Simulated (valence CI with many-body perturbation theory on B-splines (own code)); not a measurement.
Dy59+: electric-dipole lines

Level of theory: configuration interaction combined with many-body perturbation theory (CI+MBPT): five valence electrons over a frozen Dirac-Fock core [He], a basis of 11 s, 11 p, 10 d, 8 f, 5 g, 2 h functions for each j, with the one-electron correlation potential Σ1, the two-electron term Σ2, the three-electron term Σ3, Breit, model QED; selected CI, second order for the rest, scaled by the run's own slope (own B-spline code, finite nucleus).

No measured spectrum was set against this ion. As an estimate, large intervals hold to a few tenths of a per cent, small ones and those within an open d or f shell to about a per cent. Among the levels kept, up to 7300 cm⁻¹ of a level comes from second order outside the variational space, and about a tenth of that is noise between levels of different J, which matters for small intervals.

Lines 151 to 200 of 573 in falling wavelength, among levels below 9713.5 eV, chosen from the strongest by gf and those to the six lowest levels. Wavelengths and rates use the calculated energies. Electric multipoles are in the length gauge, E1 and E2 with the static RPA response of the core. Weak lines are less certain than strong ones. Lines between different terms over intervals too small for the method are left out, as are lines whose strength nearly cancels. The highest levels of a list are the least certain.

Levels are named by their leading jj configuration (3d3/2^4 stands for four electrons in 3d with j = 3/2), which in mixed levels can hold well under half, so a name can repeat and another be missing. Letters in brackets count levels of one name in rising energy.

```
λ vac (nm)                               Upper                               Lower   A (s⁻¹)  S (a.u.)
     3.494  (2s 2p1/2 2p3/2^2 3d3/2) J=5/2 [e]  (2s 2p1/2 2p3/2^2 3p1/2) J=5/2 [c]  8.87e+10  1.12e-02
     3.492  (2s 2p1/2 2p3/2^2 3p3/2) J=5/2 [b]     (2s 2p1/2 2p3/2^2 3s) J=5/2 [b]  2.97e+11  3.75e-02
     3.483       (2p1/2^2 2p3/2^2 3p3/2) J=5/2  (2s 2p1/2 2p3/2^2 3p3/2) J=7/2 [b]  9.00e+10  1.13e-02
     3.480       (2p1/2^2 2p3/2^2 3d3/2) J=7/2      (2s 2p1/2 2p3/2^2 3d3/2) J=9/2  8.92e+10  1.48e-02
     3.471  (2s^2 2p1/2 2p3/2 3p3/2) J=5/2 [b]         (2s^2 2p1/2 2p3/2 3s) J=5/2  3.19e+11  3.96e-02
     3.468       (2p1/2^2 2p3/2^2 3p3/2) J=7/2      (2s 2p1/2 2p3/2^2 3p3/2) J=9/2  9.23e+10  1.52e-02
     3.460   (2p1/2^2 2p3/2^2 3p3/2) J=3/2 [a]  (2s 2p1/2 2p3/2^2 3p3/2) J=5/2 [b]  1.49e+11  1.22e-02
     3.459   (2p1/2^2 2p3/2^2 3p3/2) J=3/2 [b]          (2p1/2^2 2p3/2^2 3s) J=1/2  1.76e+11  1.44e-02
     3.449  (2s 2p1/2 2p3/2^2 3p3/2) J=1/2 [c]     (2s 2p1/2 2p3/2^2 3s) J=3/2 [d]  2.92e+11  1.18e-02
     3.443          (2s 2p1/2^2 2p3/2^2) J=3/2          (2s^2 2p1/2 2p3/2^2) J=5/2  6.17e+10  4.97e-03
     3.411          (2p1/2^2 2p3/2^2 3s) J=3/2     (2s 2p1/2 2p3/2^2 3s) J=5/2 [b]  3.49e+11  2.74e-02
     3.411  (2s 2p1/2^2 2p3/2 3p3/2) J=3/2 [b]         (2s 2p1/2^2 2p3/2 3s) J=1/2  1.50e+11  1.18e-02
     3.409       (2p1/2^2 2p3/2^2 3p1/2) J=5/2      (2s 2p1/2 2p3/2^2 3p1/2) J=7/2  1.85e+11  2.17e-02
     3.405  (2s 2p1/2^2 2p3/2 3p3/2) J=5/2 [a]         (2s 2p1/2^2 2p3/2 3s) J=5/2  3.26e+11  3.81e-02
     3.401  (2s^2 2p1/2 2p3/2 3p3/2) J=3/2 [b]         (2s^2 2p1/2 2p3/2 3s) J=1/2  1.47e+11  1.15e-02
     3.371  (2s 2p1/2 2p3/2^2 3p3/2) J=3/2 [f]     (2s 2p1/2 2p3/2^2 3s) J=3/2 [d]  1.63e+11  1.23e-02
     3.348      (2s^2 2p3/2^2 3p3/2) J=3/2 [a]             (2s^2 2p3/2^2 3s) J=3/2  5.10e+11  3.78e-02
     3.336  (2s 2p1/2 2p3/2^2 3p3/2) J=3/2 [f]     (2s 2p1/2 2p3/2^2 3s) J=3/2 [c]  2.27e+11  1.67e-02
     3.325  (2s^2 2p1/2 2p3/2 3p3/2) J=1/2 [b]     (2s^2 2p1/2 2p3/2 3s) J=3/2 [b]  6.61e+11  2.40e-02
     3.319  (2s^2 2p1/2 2p3/2 3p3/2) J=3/2 [b]     (2s^2 2p1/2 2p3/2 3s) J=3/2 [a]  1.66e+11  1.20e-02
     3.272  (2s 2p1/2 2p3/2^2 3p3/2) J=5/2 [b]         (2s 2p1/2 2p3/2^2 3s) J=7/2  2.37e+11  2.46e-02
     3.267      (2s^2 2p3/2^2 3p3/2) J=3/2 [a]             (2s^2 2p3/2^2 3s) J=5/2  1.38e+11  9.52e-03
     3.241          (2s 2p1/2^2 2p3/2^2) J=3/2          (2s^2 2p1/2 2p3/2^2) J=3/2  2.10e+10  1.41e-03
     1.172  (2s 2p1/2 2p3/2^2 3p3/2) J=7/2 [a]  (2s^2 2p1/2 2p3/2 3p3/2) J=5/2 [a]  8.27e+11  5.26e-03
     1.172  (2s 2p1/2 2p3/2^2 3d5/2) J=9/2 [a]  (2s^2 2p1/2 2p3/2 3d5/2) J=7/2 [a]  7.79e+11  6.19e-03
     1.169  (2s 2p1/2 2p3/2^2 3d5/2) J=9/2 [b]  (2s^2 2p1/2 2p3/2 3d5/2) J=7/2 [b]  4.70e+11  3.71e-03
     1.169     (2s 2p1/2 2p3/2^2 3s) J=5/2 [a]     (2s^2 2p1/2 2p3/2 3s) J=3/2 [a]  9.96e+11  4.71e-03
     1.167  (2s 2p1/2 2p3/2^2 3p3/2) J=7/2 [b]  (2s^2 2p1/2 2p3/2 3p3/2) J=5/2 [b]  7.68e+11  4.81e-03
     1.159  (2s 2p1/2 2p3/2^2 3p1/2) J=5/2 [a]  (2s^2 2p1/2 2p3/2 3p1/2) J=3/2 [a]  9.28e+11  4.27e-03
     1.156  (2s 2p1/2 2p3/2^2 3d3/2) J=7/2 [a]  (2s^2 2p1/2 2p3/2 3d3/2) J=5/2 [a]  7.07e+11  4.32e-03
     1.147     (2s 2p1/2 2p3/2^2 3d5/2) J=11/2      (2s^2 2p1/2 2p3/2 3d5/2) J=9/2  8.06e+11  7.21e-03
     1.147         (2s 2p1/2 2p3/2^2 3s) J=7/2         (2s^2 2p1/2 2p3/2 3s) J=5/2  9.57e+11  5.69e-03
     1.145  (2s 2p1/2 2p3/2^2 3d3/2) J=7/2 [b]  (2s^2 2p1/2 2p3/2 3d3/2) J=5/2 [b]  6.66e+11  3.94e-03
     1.142  (2s 2p1/2 2p3/2^2 3p1/2) J=5/2 [b]  (2s^2 2p1/2 2p3/2 3p1/2) J=3/2 [b]  8.62e+11  3.81e-03
     1.142      (2s 2p1/2 2p3/2^2 3p3/2) J=9/2      (2s^2 2p1/2 2p3/2 3p3/2) J=7/2  8.32e+11  6.11e-03
     1.139      (2s 2p1/2 2p3/2^2 3d3/2) J=9/2      (2s^2 2p1/2 2p3/2 3d3/2) J=7/2  7.88e+11  5.75e-03
     1.139      (2s 2p1/2 2p3/2^2 3p1/2) J=7/2      (2s^2 2p1/2 2p3/2 3p1/2) J=5/2  9.12e+11  5.32e-03
     1.121          (2s 2p1/2^2 2p3/2^2) J=5/2          (2s^2 2p1/2^2 2p3/2) J=3/2  9.87e+11  4.12e-03
     1.121       (2p1/2^2 2p3/2^2 3p3/2) J=5/2  (2s 2p1/2^2 2p3/2 3p3/2) J=3/2 [b]  1.68e+12  7.02e-03
     1.115  (2s 2p1/2 2p3/2^2 3d3/2) J=3/2 [b]      (2s 2p1/2^2 2p3/2 3p1/2) J=1/2  1.30e+12  3.55e-03
     1.114          (2p1/2^2 2p3/2^2 3s) J=5/2     (2s 2p1/2^2 2p3/2 3s) J=3/2 [b]  1.92e+12  7.85e-03
     1.106       (2p1/2^2 2p3/2^2 3p3/2) J=7/2  (2s 2p1/2^2 2p3/2 3p3/2) J=5/2 [b]  2.89e+12  1.54e-02
     1.102       (2p1/2^2 2p3/2^2 3d3/2) J=7/2  (2s 2p1/2^2 2p3/2 3d3/2) J=5/2 [b]  1.58e+12  8.36e-03
     1.099       (2p1/2^2 2p3/2^2 3d3/2) J=7/2  (2s 2p1/2^2 2p3/2 3d5/2) J=5/2 [a]  9.17e+11  4.81e-03
     1.097        (2s 2p1/2 2p3/2^3) J=3/2 [a]          (2s^2 2p1/2 2p3/2^2) J=3/2  3.25e+12  8.49e-03
     1.093  (2s 2p1/2 2p3/2^2 3p3/2) J=5/2 [b]  (2s^2 2p1/2 2p3/2 3p3/2) J=3/2 [a]  1.10e+12  4.26e-03
     1.092       (2p1/2^2 2p3/2^2 3d3/2) J=3/2  (2s 2p1/2^2 2p3/2 3d3/2) J=3/2 [b]  1.41e+12  3.64e-03
     1.090       (2p1/2^2 2p3/2^2 3d3/2) J=5/2  (2s 2p1/2^2 2p3/2 3d3/2) J=3/2 [b]  1.55e+12  5.95e-03
     1.085  (2s 2p1/2 2p3/2^2 3d5/2) J=7/2 [c]  (2s^2 2p1/2 2p3/2 3d5/2) J=5/2 [b]  7.96e+11  4.01e-03
     1.084  (2s 2p1/2 2p3/2^2 3p3/2) J=5/2 [c]  (2s^2 2p1/2 2p3/2 3p3/2) J=3/2 [b]  1.47e+12  5.53e-03
```
